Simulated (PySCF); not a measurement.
A TDDFT job, as run on `C#[C][GeH2][CH2][SiH3]`.

Theory: TDDFT PBE0/def2-SVPD, vertical, gas phase, core orbitals frozen in the response (PySCF 2.14.0, density-fitted response routines).

Input of the driver that calls PySCF (job settings, then Cartesian coordinates in Å):

```
{"job": {"kind": "uv", "xc": "PBE0", "basis": "def2-SVPD", "nstates": 6, "ntriplets": 2}, "charge": 0, "multiplicity": 1}
C     -2.8167     1.0551     0.1935
C     -1.9981     0.1830     0.3202
Ge    -0.6739    -1.1712     0.4579
C      0.8849    -0.7170    -0.6531
Si     1.7387     0.8928    -0.1155
H     -3.5385     1.8158     0.0942
H     -1.3224    -2.4640     0.0248
H     -0.3217    -1.3063     1.9137
H      0.5574    -0.6316    -1.6895
H      1.5938    -1.5438    -0.6135
H      2.2231     0.7504     1.2607
H      2.8761     1.1307    -1.0105
H      0.7930     2.0066    -0.2006
```

The self-consistent field part of the output:

```
coarse grid: 49144 points
cycle   1  E = -2484.5262052464  dE = -3.892e-01  |g| = 5.502e-01  |ddm| = 6.789e+00
cycle   2  E = -2484.5089133735  dE =  1.729e-02  |g| = 6.240e-01  |ddm| = 1.805e+00
cycle   3  E = -2484.5826285533  dE = -7.372e-02  |g| = 6.013e-02  |ddm| = 8.433e-01
cycle   4  E = -2484.5830372178  dE = -4.087e-04  |g| = 4.774e-02  |ddm| = 1.410e-01
cycle   5  E = -2484.5835913339  dE = -5.541e-04  |g| = 1.158e-02  |ddm| = 6.293e-02
cycle   6  E = -2484.5836270671  dE = -3.573e-05  |g| = 2.826e-03  |ddm| = 1.925e-02
cycle   7  E = -2484.5836290874  dE = -2.020e-06  |g| = 4.308e-04  |ddm| = 6.119e-03
final grid: 101568 points
cycle   8  E = -2484.5836332105  dE = -7.695e-08  |g| = 4.297e-04  |ddm| = 7.498e-03
cycle   9  E = -2484.5836331938  dE =  1.671e-08  |g| = 5.075e-04  |ddm| = 1.413e-03
cycle  10  E = -2484.5836332506  dE = -5.679e-08  |g| = 1.168e-04  |ddm| = 7.234e-04
cycle  11  E = -2484.5836332540  dE = -3.450e-09  |g| = 2.528e-05  |ddm| = 1.557e-04
cycle  12  E = -2484.5836332542  dE = -1.710e-10  |g| = 4.528e-06  |ddm| = 3.815e-05
converged SCF energy = -2484.5836332542
```

Problem. What follows in the output?

Solution. 
```
Static polarisability (au): isotropic 90.453, principal 74.611 92.388 104.361

Singlet excitations
state   eV       nm        f      main configurations
  1   6.2508    198.3   0.00017   H-1->L 0.45, H->L+1 0.21
  2   6.4915    191.0   0.00770   H-1->L+1 0.43, H->L 0.41
  3   6.5043    190.6   0.00434   H->L+1 0.57, H-1->L 0.27
  4   7.3673    168.3   0.09831   H->L 0.35, H->L+2 0.23, H-2->L 0.21
  5   7.5274    164.7   0.00608   H-1->L+2 0.75, H-1->L 0.12
  6   7.5925    163.3   0.04483   H->L+2 0.53, H-2->L 0.23, H->L+3 0.10

Triplet excitations (Tamm-Dancoff, eV): 5.0723 5.5692
```

The SCF starts on a coarse grid; the energy jumps when the final grid takes over, and dE counts afresh there. The run used 186 basis functions and 12 SCF iterations for the ground state.

Problem. What transition dipole does the oscillator strength of state 4, the strongest, imply?

Solution. From f = (2/3)·ΔE·|μ|² in atomic units, ΔE = 0.2707 Eh and f = 0.0983 give |μ| = 0.74 au (1.88 D).

Isolated species at its GFN2-xTB geometry (one conformer only). The PBE0/def2-SVPD calculation is non-relativistic and has no spin–orbit coupling, an omission that weighs most on germanium.
